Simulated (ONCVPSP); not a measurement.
## tin, ONCV: configuration errors across variants

* Element: Sn
* Generator: ONCVPSP 4.0.1
* Type: optimised norm-conserving Vanderbilt (ONCV)
* Functional: LDA (Perdew-Zunger)
* Relativity: scalar-relativistic
* Frozen core: [Kr]
* Valence charge: 14
* Reference configuration: 4d10 5s2 5p1 (charge +1)
* Partial waves: 5s: rc 1.65 bohr, ncon 3, nbas 6, qcut 3.4 1/bohr, 2 projectors, debl 2.7 Ha; 5p: rc 2.55 bohr, ncon 3, nbas 8, qcut 3 1/bohr, 2 projectors, debl 3.7 Ha; 4d: rc 1.20 bohr, ncon 4, nbas 8, qcut 13.2 1/bohr, 2 projectors, debl 2.9 Ha; f scattering state at 0.03 Ha: rc 2.15 bohr, ncon 4, nbas 7, qcut 5.7 1/bohr, 1 projector
* Local potential: polynomial inside 1.00 bohr (lpopt 1, dvloc0 0 Ha)
* Core correction: Teter function, fcfact 2.5, rcfact 1.65

All-electron excitation energies from the reference (eV): (1) 4d10 5s2 5p2 -7.098; (2) 4d10 5s2 5p0 14.264; (3) 4d10 5s1 5p0 45.715; (4) 4d10 5s1 5p3 -0.024.

1 further variants failed, have other tests or too few solved ones, and are left out.

A true bound ghost makes a file unfit for plane-wave use even where its test errors are small: the radial tests pick states by their node count and pass the ghost by.

Errors AE − PS in meV (a dash: test not solved or not reliable):

| change | (1) | (2) | (3) | (4) | bound ghosts | GHOST(+) flags above zero |
| --- | --- | --- | --- | --- | --- | --- |
| base | +0.2 | -8.8 | -41 | +0.5 | s | p |
| d: qcut 9.7 | +0.3 | -8.6 | -39 | +0.6 | s | p |
| d: qcut 12.5 | +0.2 | -8.8 | -41 | +0.5 | s | p |
| d: qcut 14.2 | +0.2 | -8.8 | -41 | +0.5 | s | p |
| d: qcut 15.7 | +0.2 | -8.8 | -41 | +0.5 | s | p |
| d: qcut 17.2 | +0.2 | -8.8 | -41 | +0.5 | s | p |

(1) Give the same row for: d: qcut 7.7.

## Answers

(1) +0.3, -8.3, -35, +0.7; bound ghosts: s; GHOST(+) flags above zero: p.
